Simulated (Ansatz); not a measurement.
Steps of a relaxation of C3H9NSi, SMILES `C=CN[SiH2]C` with RKS PBE0-D4/def2-TZVP.

```sh
$ ansatz run in.yaml --threads 2 --pin off --events-out ev --progress --plain --max-ram 22528MiB --backend cuda --devices 0, --max-vram 18GiB
```

```yaml
crystal:
  periodic: [false, false, false]
  atoms:
    - {symbol: C, position_ang: [-1.354600, -2.471500, 0.432330]}
    - {symbol: C, position_ang: [-1.049610, -1.383570, -0.263170]}
    - {symbol: N, position_ang: [-0.175180, -0.404340, 0.146330]}
    - {symbol: Si, position_ang: [0.216020, 1.041040, -0.715670]}
    - {symbol: C, position_ang: [1.501690, 1.931090, 0.350270]}
    - {symbol: H, position_ang: [-2.042900, -3.202970, 0.054570]}
    - {symbol: H, position_ang: [-0.924030, -2.661680, 1.400910]}
    - {symbol: H, position_ang: [-1.485400, -1.194850, -1.233500]}
    - {symbol: H, position_ang: [0.224580, -0.587970, 1.055420]}
    - {symbol: H, position_ang: [-0.984390, 1.872160, -0.892210]}
    - {symbol: H, position_ang: [0.764450, 0.694500, -2.034410]}
    - {symbol: H, position_ang: [2.372050, 1.309840, 0.536870]}
    - {symbol: H, position_ang: [1.093320, 2.227690, 1.311330]}
    - {symbol: H, position_ang: [1.843990, 2.830560, -0.149070]}
basis:
  gaussian: {orbitals: def2-TZVP}
hamiltonian: {xc: pbe0, dispersion: d4}
relax: {f_tol: 0.005, max_steps: 150}
```

Positions (Å) and forces (eV/Å) along the path, 9 of 26 steps:

```xyz
14
step=1 energy=-12618.8493 eV
C    -1.355   -2.471    0.432   -0.172   -0.208   -0.053
C    -1.050   -1.384   -0.263    0.176    0.170    0.105
N    -0.175   -0.404    0.146    0.022   -0.054    0.117
Si    0.216    1.041   -0.716    0.650    0.080    0.931
C     1.502    1.931    0.350   -0.406   -0.201   -0.406
H    -2.043   -3.203    0.055   -0.190   -0.149   -0.159
H    -0.924   -2.662    1.401    0.142   -0.023    0.265
H    -1.485   -1.195   -1.234   -0.179   -0.081   -0.229
H     0.225   -0.588    1.055    0.066    0.169   -0.073
H    -0.984    1.872   -0.892   -0.250    0.219   -0.142
H     0.764    0.695   -2.034    0.075   -0.007   -0.361
H     2.372    1.310    0.537    0.160   -0.208   -0.038
H     1.093    2.228    1.311   -0.186    0.040    0.183
H     1.844    2.831   -0.149    0.091    0.253   -0.140
14
step=5 energy=-12618.8905 eV
C    -1.382   -2.496    0.427    0.001   -0.007   -0.003
C    -1.034   -1.396   -0.241   -0.001    0.008    0.003
N    -0.166   -0.412    0.185    0.000    0.016   -0.022
Si    0.237    1.037   -0.675    0.001   -0.010    0.005
C     1.510    1.951    0.332    0.001    0.001   -0.001
H    -2.072   -3.203   -0.011    0.001    0.001    0.000
H    -0.989   -2.716    1.414   -0.003   -0.002    0.002
H    -1.453   -1.216   -1.228    0.000   -0.003   -0.003
H     0.229   -0.566    1.099    0.003   -0.004    0.017
H    -0.971    1.884   -0.887   -0.002   -0.001    0.002
H     0.762    0.693   -2.026   -0.002   -0.001    0.000
H     2.408    1.345    0.477    0.001    0.001   -0.001
H     1.114    2.225    1.313    0.001   -0.001    0.000
H     1.805    2.871   -0.177    0.000    0.001    0.001
14
step=9 energy=-12618.8914 eV
C    -1.386   -2.498    0.422    0.000   -0.006    0.004
C    -1.004   -1.411   -0.249   -0.018   -0.025   -0.004
N    -0.176   -0.406    0.203    0.051    0.023    0.058
Si    0.219    1.046   -0.657    0.023    0.004    0.029
C     1.527    1.947    0.318   -0.008   -0.013   -0.006
H    -2.035   -3.223   -0.049    0.014    0.004    0.022
H    -1.064   -2.692    1.441   -0.014    0.017   -0.048
H    -1.356   -1.265   -1.270    0.018   -0.004    0.037
H     0.158   -0.523    1.150   -0.045   -0.005   -0.080
H    -0.979    1.914   -0.839   -0.002    0.008    0.001
H     0.701    0.686   -2.020   -0.005   -0.001   -0.002
H     2.435    1.346    0.413   -0.018    0.008   -0.002
H     1.169    2.197    1.320    0.005   -0.002   -0.016
H     1.791    2.882   -0.182   -0.001   -0.008    0.006
14
step=11 energy=-12618.8917 eV rejected
C    -1.387   -2.495    0.415    0.033   -0.027    0.064
C    -0.938   -1.449   -0.281   -0.019    0.043   -0.072
N    -0.186   -0.398    0.213    0.001   -0.068    0.179
Si    0.177    1.076   -0.622   -0.030   -0.015   -0.083
C     1.554    1.928    0.294    0.012    0.028    0.032
H    -1.962   -3.270   -0.076    0.056    0.034    0.040
H    -1.181   -2.607    1.480   -0.070    0.029   -0.195
H    -1.153   -1.378   -1.353    0.051    0.002    0.269
H     0.005   -0.454    1.209   -0.065   -0.005   -0.277
H    -1.002    1.992   -0.717    0.046   -0.032    0.018
H     0.557    0.713   -2.018   -0.011    0.015    0.057
H     2.447    1.300    0.348   -0.015    0.000   -0.008
H     1.247    2.180    1.314    0.009   -0.010   -0.015
H     1.823    2.862   -0.205    0.002    0.006   -0.008
14
step=13 energy=-12618.8931 eV
C    -1.386   -2.497    0.420    0.008   -0.006   -0.006
C    -0.983   -1.424   -0.261    0.001    0.005    0.001
N    -0.178   -0.404    0.203   -0.004    0.001    0.003
Si    0.205    1.056   -0.646   -0.002    0.003    0.003
C     1.536    1.939    0.311   -0.002    0.001   -0.008
H    -2.005   -3.243   -0.057   -0.004    0.003    0.003
H    -1.103   -2.659    1.455   -0.003    0.000    0.004
H    -1.292   -1.302   -1.297    0.006   -0.006   -0.006
H     0.106   -0.500    1.167   -0.002   -0.002    0.002
H    -0.985    1.944   -0.796   -0.001    0.001    0.003
H     0.651    0.697   -2.021   -0.001   -0.001    0.000
H     2.437    1.328    0.396    0.002   -0.002   -0.002
H     1.193    2.194    1.317    0.001    0.000    0.001
H     1.805    2.872   -0.192    0.004    0.001    0.002
14
step=19 energy=-12618.8974 eV
C    -1.378   -2.507    0.394   -0.044   -0.041    0.040
C    -0.893   -1.460   -0.273   -0.002    0.014   -0.019
N    -0.243   -0.366    0.265   -0.010   -0.024    0.027
Si    0.142    1.095   -0.585    0.026   -0.002    0.003
C     1.583    1.919    0.261   -0.001   -0.009    0.012
H    -1.851   -3.320   -0.142    0.039    0.050    0.051
H    -1.319   -2.579    1.478    0.005   -0.001   -0.104
H    -0.985   -1.427   -1.359    0.023    0.010    0.083
H    -0.149   -0.392    1.271   -0.021   -0.007   -0.084
H    -1.002    2.053   -0.640    0.003   -0.006    0.006
H     0.454    0.692   -1.983   -0.003    0.009    0.008
H     2.469    1.279    0.246   -0.022    0.012    0.001
H     1.344    2.151    1.304    0.005   -0.005   -0.025
H     1.828    2.860   -0.237    0.002    0.000    0.001
14
step=21 energy=-12618.8980 eV
C    -1.375   -2.508    0.397   -0.008   -0.016    0.006
C    -0.896   -1.461   -0.275   -0.002    0.009   -0.020
N    -0.250   -0.364    0.257    0.019    0.033   -0.007
Si    0.141    1.100   -0.587   -0.022   -0.056   -0.007
C     1.583    1.915    0.263    0.021    0.013    0.008
H    -1.843   -3.326   -0.132    0.007    0.009   -0.001
H    -1.309   -2.577    1.477    0.001    0.004    0.000
H    -0.987   -1.432   -1.359    0.003    0.004    0.006
H    -0.159   -0.387    1.262   -0.004   -0.003    0.009
H    -0.999    2.060   -0.637   -0.008    0.009    0.004
H     0.451    0.704   -1.987    0.002    0.002    0.002
H     2.463    1.270    0.254    0.000   -0.004    0.000
H     1.341    2.153    1.302   -0.002    0.000    0.001
H     1.839    2.853   -0.236   -0.006   -0.003   -0.002
14
step=24 energy=-12618.8982 eV
C    -1.374   -2.509    0.391    0.002    0.004   -0.002
C    -0.883   -1.463   -0.274   -0.008   -0.001    0.003
N    -0.259   -0.359    0.270   -0.001   -0.005    0.008
Si    0.134    1.101   -0.577    0.005    0.014    0.003
C     1.590    1.913    0.254   -0.005   -0.004   -0.002
H    -1.821   -3.333   -0.147   -0.001   -0.002    0.001
H    -1.338   -2.572    1.473    0.002   -0.002   -0.003
H    -0.946   -1.439   -1.359    0.004   -0.003    0.002
H    -0.197   -0.375    1.278    0.000   -0.002   -0.009
H    -1.002    2.070   -0.614    0.002   -0.003   -0.001
H     0.428    0.700   -1.978   -0.002   -0.001    0.000
H     2.467    1.263    0.236    0.000    0.001    0.000
H     1.361    2.153    1.296    0.001    0.000   -0.001
H     1.841    2.849   -0.250    0.001    0.000    0.000
14
step=26 energy=-12618.8982 eV
C    -1.374   -2.510    0.391    0.000    0.001    0.000
C    -0.883   -1.464   -0.274    0.000    0.001    0.000
N    -0.260   -0.358    0.270    0.000    0.000    0.003
Si    0.133    1.103   -0.576   -0.001    0.001   -0.002
C     1.590    1.913    0.254   -0.001    0.000    0.000
H    -1.819   -3.334   -0.147    0.000    0.000    0.000
H    -1.339   -2.571    1.473    0.000    0.000   -0.001
H    -0.942   -1.441   -1.360    0.000    0.000    0.000
H    -0.200   -0.374    1.278    0.000   -0.001   -0.002
H    -1.002    2.072   -0.612    0.000    0.000    0.001
H     0.425    0.701   -1.978    0.001    0.000    0.000
H     2.466    1.261    0.236    0.000    0.000    0.000
H     1.362    2.155    1.296    0.000    0.000    0.000
H     1.844    2.848   -0.251    0.000    0.000    0.000
```

It took 67 s on 2 threads of an AMD EPYC 7R13 on a shared host and a share of an NVIDIA H100 80 GB, with 0.89 GiB of host memory at the peak.
